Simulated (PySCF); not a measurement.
Structure from NMR data

An unknown has the formula C$_{7}$H$_{11}$FOSi. Its calculated NMR data are:

¹H NMR (600 MHz, computed): δ 5.49 (m, 1H), 5.37 (m, 1H), 5.24 (m, 1H), 4.00 (s, 3H), 2.24 (s, 3H), 1.42 (m, 1H), 1.31 (m, 1H).

¹³C{¹H} NMR (computed): δ 173.7 (C), 147.1 (C), 143.2 (C), 122.5 (CH2), 54.2 (CH3), 25.0 (CH3), 15.6 (CH2).

PySCF 2.14 calculation with GFN2-xTB geometry and GIAO PBE0/pcSseg-1 shieldings; isolated molecule, a single conformation, no relativistic terms, one averaged value for each set of equivalent atoms.

Referencing at the same level of theory: ¹H and ¹³C against TMS.

**Question.** What is the structure?

**Answer.** 
Rings plus π bonds: 3 (1 ring in the answer). 7 carbon signals for 7 carbons: no two carbons are equivalent. Carbon types of the structure: 3 × C, 2 × CH2, 2 × CH3, leaving 1 H on heteroatoms. δC 173.7, 147.1, 143.2: fully substituted alkene carbon. δC 122.5: terminal =CH2 carbon; as expected for a trigonal carbon in a double bond. δC 25.0: allylic methyl carbon; a saturated carbon with 1 carbon neighbour and no heteroatom attached. δH 5.37, 5.24: hydrogen on a terminal =CH2 carbon; olefinic region. δH 4.00: hydrogen on a methyl carbon bonded to O; its carbon carries O, an electronegative neighbour. δH 2.24: hydrogen on an allylic methyl carbon; allylic position. δH 1.42, 1.31: hydrogen on an allylic sp3 CH2 bonded to Si.

The compound is SMILES C=C(C)C1=C(F)[Si@@H](OC)C1.

This is the structure that produced the data.

Splittings by ¹⁹F in the carbon and heteronuclear signals aren't shown, as no couplings were computed. Shifts are as computed. Against solution values, carbons near 30 ppm lie about +3 ppm off and those near 130 ppm about +5 ppm. Of 1211 compounds with measured shifts, 218 miss one by over three times the rms of a fit or turn the order of signals round; such compounds aren't used in these exercises. Multiplicities follow the n + 1 count of equivalent neighbours, as no J values were calculated; m marks all less simple cases, F and P coupling included.
